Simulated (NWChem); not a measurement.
GeH cation, singlet

```xyz
2

Ge     0.0000     0.0000    -0.0371
H      0.0000     0.0000     1.5688
```
Atoms are numbered in this order, from 1.

Program: NWChem. Pople sets run with spherical d functions. Low-valent species are run as closed-shell singlets; no triplet was tried in these runs. All runs use the structure optimised with B3LYP/6-31G* (spherical d). Vzz is the largest principal value of the second derivative of the potential at the nucleus (NWChem prints the opposite sign); η is the asymmetry. Non-relativistic.

For level Hartree-Fock/def2-SVP:

- Vzz Ge1 (a.u.): -6.057

Estimate the same quantities for level Hartree-Fock/6-31G*.


- Vzz Ge1 (a.u.): -5.644
